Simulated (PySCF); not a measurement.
Ga(OH)2(SeH) (GaH3O2Se), SMILES [OH][Ga]([OH])[SeH].

Geometry: PBE-D3(BJ)/def2-SVP. The structure was generated by enumeration; whether it is a known compound was not checked. Other conformers were not sampled.

Method: PySCF with PBE/def2-TZVP.

Symmetry labels are those of the subgroup Cs that the program uses (full group Cs).

Problem. List the valence orbital energies around the gap with their symmetry. (An estimate is asked for; the answer gives what the named calculation found.)

Solution. 
```json
[
 {"orbital": "HOMO−7", "symmetry": "A'", "energy (eV)": "-11.54"},
 {"orbital": "HOMO−6", "symmetry": "A'", "energy (eV)": "-10.08"},
 {"orbital": "HOMO−5", "symmetry": "A'", "energy (eV)": "-9.05"},
 {"orbital": "HOMO−4", "symmetry": "A'", "energy (eV)": "-8.04"},
 {"orbital": "HOMO−3", "symmetry": "A\"", "energy (eV)": "-7.83"},
 {"orbital": "HOMO−2", "symmetry": "A'", "energy (eV)": "-7.63"},
 {"orbital": "HOMO−1", "symmetry": "A\"", "energy (eV)": "-7.16"},
 {"orbital": "HOMO", "symmetry": "A\"", "energy (eV)": "-6.30"},
 {"orbital": "LUMO", "symmetry": "A'", "energy (eV)": "-2.00"},
 {"orbital": "LUMO+1", "symmetry": "A'", "energy (eV)": "-1.03"},
 {"orbital": "LUMO+2", "symmetry": "A\"", "energy (eV)": "-0.99"},
 {"orbital": "LUMO+3", "symmetry": "A'", "energy (eV)": "0.27"}
]
```
